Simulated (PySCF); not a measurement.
Simulation results for AlBFH2O, AlBH2O2, CH4AlO, CH5OSi

Computed with PySCF 2.14.0. Calculation on a computer-drawn molecule: the log of a Hartree-Fock and frozen-core CCSD(T) single point meant for a local Hartree-Fock minimum, with one planted fault or none, to be diagnosed. Offsets are logged minus clean, where the clean run is the same molecule without the fault. The reference is restricted for singlets and unrestricted otherwise, and also for a bond in bohr or an excited solution. Adding or removing an electron swaps singlet and doublet. The excited solution moves the top pair (singlet) or top alpha electron (doublet) to the lowest empty orbital. Highest occupied and lowest empty are orbital energies over both spins, largest force is the largest gradient component, triples share is (T) over the correlation energy, the T1 limit is 0.02 restricted and 0.045 unrestricted, electrons count all cores, a negative frequency is imaginary (commonest isotopes), and the dipole is about the centre of nuclear charge.

Common to all runs: meant charge 0; meant basis cc-pV(D+d)Z; logged SCF converged yes; logged CC converged yes; logged SCF stable within its kind yes; possible faults no fault, one electron removed, one electron added, multiplicity raised by two, geometry at a saddle point, SCF held on an excited solution, minimal basis STO-3G, one bond length entered in bohr, all coordinates scaled.

```yaml
- entry: 1
  formula: AlBFH2O
  logged_structure:
    atoms_angstrom:
      - [O, 0.2005, -0.4184, -1.0741]
      - [B, 0.4157, 0.5016, 0.0728]
      - [Al, -1.454, 0.919, 1.5363]
      - [F, -2.3537, 2.502, 1.3041]
      - [H, 1.0528, -0.594, -1.6467]
      - [H, 1.6305, 0.9994, 0.2921]
  given:
    meant_multiplicity: 2
    logged_electrons: 37
    logged_basis_functions: 75
    logged_spin_squared: 0.7852
    "logged_highest_occupied [eV]": -8.4638
    "logged_lowest_empty [eV]": 0.69093
    "logged_largest_force [hartree/bohr]": 0.070602
    logged_T1_diagnostic: 0.023024
    logged_D1_diagnostic: 0.070955
    logged_triples_share: 0.02464
    "logged_dipole_magnitude [debye]": 3.586
    "logged_energy_HF [hartree]": -442.11064
    "logged_energy_CCSD(T) [hartree]": -442.65741
    drawn_bonds_atom: [1, 2, 3, 1, 2]
    drawn_bonds_other_atom: [2, 3, 4, 5, 6]
    drawn_bonds_order: [1, 1, 1, 1, 1]
  results:
    planted_fault: "all coordinates scaled, by +10.0 %"
    "HF_energy_offset_from_clean_run [kcal/mol]": 27.57
    "CCSD(T)_energy_offset_from_clean_run [kcal/mol]": 19.51
- entry: 2
  formula: AlBH2O2
  logged_structure:
    atoms_angstrom:
      - [O, -1.7793, -2.2494, 0.4085]
      - [B, -0.8055, -1.7849, 1.2562]
      - [O, -0.2436, -0.5496, 1.0545]
      - [Al, -0.1282, -3.0529, 2.9826]
      - [H, -2.0186, -1.6641, -0.2992]
      - [H, -0.5752, -0.0665, 0.3078]
  given:
    meant_multiplicity: 1
    logged_electrons: 37
    logged_basis_functions: 75
    logged_spin_squared: 1.0128
    "logged_highest_occupied [eV]": 0.098217
    "logged_lowest_empty [eV]": 6.5356
    "logged_largest_force [hartree/bohr]": 0.02743
    logged_T1_diagnostic: 0.048363
    logged_D1_diagnostic: 0.22514
    logged_triples_share: 0.026167
    "logged_dipole_magnitude [debye]": 10.526
    "logged_energy_HF [hartree]": -417.53802
    "logged_energy_CCSD(T) [hartree]": -418.08545
    drawn_bonds_atom: [1, 2, 2, 1, 3]
    drawn_bonds_other_atom: [2, 3, 4, 5, 6]
    drawn_bonds_order: [1, 1, 1, 1, 1]
  results:
    planted_fault: "one electron added"
    "HF_energy_offset_from_clean_run [kcal/mol]": 12.18
    "CCSD(T)_energy_offset_from_clean_run [kcal/mol]": 7.565
  notes: ["T1 above single-reference limit", "highest electron not bound in this basis"]
- entry: 3
  formula: CH4AlO
  logged_structure:
    atoms_angstrom:
      - [O, -2.4736, -2.153, -2.755]
      - [C, -1.5026, -2.2194, -1.8064]
      - [Al, -0.7143, -0.6168, -1.0855]
      - [H, -2.7608, -3.0172, -3.0095]
      - [H, -1.2354, -3.2371, -1.5157]
      - [H, 0.4086, -0.7996, 0.0136]
      - [H, -1.1772, 0.8089, -1.5783]
  given:
    meant_multiplicity: 2
    logged_electrons: 31
    logged_basis_functions: 23
    logged_spin_squared: 0.7621
    "logged_highest_occupied [eV]": -6.0295
    "logged_lowest_empty [eV]": 7.5724
    "logged_largest_force [hartree/bohr]": 0.064787
    logged_T1_diagnostic: 0.020173
    logged_D1_diagnostic: 0.090444
    logged_triples_share: 0.015119
    "logged_dipole_magnitude [debye]": 1.1267
    "logged_energy_HF [hartree]": -352.5175
    "logged_energy_CCSD(T) [hartree]": -352.6607
    drawn_bonds_atom: [1, 2, 1, 2, 3, 3]
    drawn_bonds_other_atom: [2, 3, 4, 5, 6, 7]
    drawn_bonds_order: [1, 1, 1, 1, 1, 1]
  results:
    planted_fault: "minimal basis STO-3G"
    "HF_energy_offset_from_clean_run [kcal/mol]": 2766
    "CCSD(T)_energy_offset_from_clean_run [kcal/mol]": 2939
- entry: 4
  formula: CH4AlO
  logged_structure:
    atoms_angstrom:
      - [O, -2.4736, -2.153, -2.755]
      - [C, -0.6386, -2.2784, -0.9624]
      - [Al, 0.1497, -0.6759, -0.2415]
      - [H, -2.7608, -3.0172, -3.0095]
      - [H, -0.3714, -3.2962, -0.6717]
      - [H, 1.2726, -0.8586, 0.8576]
      - [H, -0.3132, 0.7499, -0.7343]
  given:
    meant_multiplicity: 2
    logged_electrons: 31
    logged_basis_functions: 71
    logged_spin_squared: 1.7166
    "logged_highest_occupied [eV]": -10.78
    "logged_lowest_empty [eV]": 0.83707
    "logged_largest_force [hartree/bohr]": 0.016585
    logged_T1_diagnostic: 0.021657
    logged_D1_diagnostic: 0.095031
    logged_triples_share: 0.018646
    "logged_dipole_magnitude [debye]": 1.9602
    "logged_energy_HF [hartree]": -356.82972
    "logged_energy_CCSD(T) [hartree]": -357.19282
    drawn_bonds_atom: [1, 2, 1, 2, 3, 3]
    drawn_bonds_other_atom: [2, 3, 4, 5, 6, 7]
    drawn_bonds_order: [1, 1, 1, 1, 1, 1]
  results:
    planted_fault: "one bond length entered in bohr, row 1 of the drawn bonds"
    "HF_energy_offset_from_clean_run [kcal/mol]": 60.35
    "CCSD(T)_energy_offset_from_clean_run [kcal/mol]": 94.87
- entry: 5
  formula: CH4AlO
  logged_structure:
    atoms_angstrom:
      - [O, -2.6567, -2.3124, -2.9589]
      - [C, -1.6138, -2.3836, -1.9401]
      - [Al, -0.7672, -0.6625, -1.1659]
      - [H, -2.9651, -3.2404, -3.2322]
      - [H, -1.3268, -3.4767, -1.6279]
      - [H, 0.4388, -0.8588, 0.0146]
      - [H, -1.2644, 0.8687, -1.6951]
  given:
    meant_multiplicity: 2
    logged_electrons: 31
    logged_basis_functions: 71
    logged_spin_squared: 0.763
    "logged_highest_occupied [eV]": -9.0352
    "logged_lowest_empty [eV]": 0.86189
    "logged_largest_force [hartree/bohr]": 0.056932
    logged_T1_diagnostic: 0.024895
    logged_D1_diagnostic: 0.10075
    logged_triples_share: 0.026127
    "logged_dipole_magnitude [debye]": 1.8625
    "logged_energy_HF [hartree]": -356.89818
    "logged_energy_CCSD(T) [hartree]": -357.32495
    drawn_bonds_atom: [1, 2, 1, 2, 3, 3]
    drawn_bonds_other_atom: [2, 3, 4, 5, 6, 7]
    drawn_bonds_order: [1, 1, 1, 1, 1, 1]
  results:
    planted_fault: "all coordinates scaled, by +7.4 %"
    "HF_energy_offset_from_clean_run [kcal/mol]": 17.39
    "CCSD(T)_energy_offset_from_clean_run [kcal/mol]": 11.95
- entry: 6
  formula: CH5OSi
  logged_structure:
    atoms_angstrom:
      - [O, 1.7907, 1.9153, -0.1811]
      - [C, 0.4521, 1.9063, -0.4218]
      - [Si, -0.6538, 0.4408, -0.1427]
      - [H, 2.0421, 1.1725, 0.3475]
      - [H, 0.148, 2.7984, -0.9578]
      - [H, -0.6467, -0.5278, -1.2682]
      - [H, -2.0398, 0.9184, 0.0565]
      - [H, -0.1745, -0.2782, 1.0657]
  given:
    meant_multiplicity: 2
    logged_electrons: 33
    logged_basis_functions: 24
    logged_spin_squared: 0.7634
    "logged_highest_occupied [eV]": -6.6481
    "logged_lowest_empty [eV]": 8.8894
    "logged_largest_force [hartree/bohr]": 0.054773
    logged_T1_diagnostic: 0.015118
    logged_D1_diagnostic: 0.085405
    logged_triples_share: 0.012292
    "logged_dipole_magnitude [debye]": 1.3715
    "logged_energy_HF [hartree]": -399.69434
    "logged_energy_CCSD(T) [hartree]": -399.85362
    drawn_bonds_atom: [1, 2, 1, 2, 3, 3, 3]
    drawn_bonds_other_atom: [2, 3, 4, 5, 6, 7, 8]
    drawn_bonds_order: [1, 1, 1, 1, 1, 1, 1]
  results:
    planted_fault: "minimal basis STO-3G"
    "HF_energy_offset_from_clean_run [kcal/mol]": 3033
    "CCSD(T)_energy_offset_from_clean_run [kcal/mol]": 3224
```
